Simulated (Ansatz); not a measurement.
`[Br][Au]` + H₂O → `[OH][Au]` + HBr at 298.15 K and 1 bar (formal hydrolysis of the Au–Br bond).

Gas-phase electronic energies from Ansatz, PBE0-D4/def2-TZVP geometries. CCSD(T)/CBS adds triple-zeta CCSD(T) − MP2 to the extrapolated MP2 energy (def2 sets, frozen cores). This one scheme is used for every species. def2 core potentials past Kr. For Au, Br outer-core shells are correlated without core-valence functions, which leaves a few kJ/mol of doubt a bond. Scalar relativity is left out up to krypton.

```
   species  CCSD(T)/CBS energy (Eh)  H − E (kJ/mol)  S (J/(mol·K))
`[Br][Au]`              -2708.86234            11.5          263.1
       H₂O                -76.37941            66.4          188.7
`[OH][Au]`               -211.25768            42.5          260.2
       HBr              -2573.91920            24.6          198.6
```

H − E and S are ideal-gas, rigid-rotor, harmonic terms from PBE0-D4/def2-TZVP. 1 Eh = 2625.50 kJ/mol, R = 8.31446 J/(mol·K).

Question: By hand: ΔE, ΔH, ΔS and ΔG.

Answer: ΔE = (-211.25768) + (-2573.91920) − (-2708.86234) − (-76.37941) = 0.06487 Eh = 170.3 kJ/mol. Δ(H − E) = 42.5 + 24.6 − 11.5 − 66.4 = -10.8, so ΔH = 159.5 kJ/mol. ΔS = 260.2 + 198.6 − 263.1 − 188.7 = 7.0 J/(mol·K). ΔG = 159.5 − 298.15 × (7.0)/1000 = 157.4 kJ/mol.

Question: By hand: the equilibrium constant, and the temperature at which ΔG would vanish if ΔH and ΔS stayed fixed.

Answer: log₁₀ K = −ΔG/(RT ln 10) = -27.6. ΔG = 0 at ΔH/ΔS = 22786 K, far beyond where these terms or the molecules hold.

The number of gas molecules stays the same, so ΔS is small and ΔH decides. A doubt of 5 kJ/mol in ΔE shifts log₁₀ K by 0.9 here. These are equilibria of isolated gas molecules and say nothing of rates. Largest T1 diagnostic: 0.030 (customary marks: 0.02 for closed shells, 0.045 for open ones).
